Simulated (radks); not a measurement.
The numbers below are computed, except where a source is named.
Q: All-electron atom: the thallium ion Tl31+ in [Kr] 4d10 4f4 (the NIST ground configuration). Level of theory: Dirac Kohn-Sham, PBE, spin-unpolarised, spherical densities, finite nucleus; open shells fill j = l - 1/2 first; Fermi nuclear charge, rms radius 5.4759 fm (a radial shooting solver on a logarithmic mesh with Libxc functionals). Some entries of the table are withheld. Estimate them.

orbital,occ.,eigenvalue (Ry),<r^2> (bohr^2)
1s1/2,2,-6360.814,(1)
2s1/2,2,-1198.873,(2)
2p1/2,2,-1154.418,(3)
2p3/2,4,-1002.651,(4)
3s1/2,2,-348.0674,0.03576
3p1/2,2,-328.0472,0.03251
3p3/2,4,-294.0637,0.03871
3d3/2,4,-261.0132,0.02956
3d5/2,6,-253.7588,0.03124
4s1/2,2,-134.7128,0.1582
4p1/2,2,-125.9911,0.1581
4p3/2,4,-116.5753,0.1818
4d3/2,4,-102.3597,0.1789
4d5/2,6,-100.4636,0.1859
4f5/2,4,-82.68695,0.1664
4f7/2,0,-82.18183,0.1692

A: 
(1) 1s1/2 <r^2> (bohr^2): 0.0003691
(2) 2s1/2 <r^2> (bohr^2): 0.005552
(3) 2p1/2 <r^2> (bohr^2): 0.003913
(4) 2p3/2 <r^2> (bohr^2): 0.005097
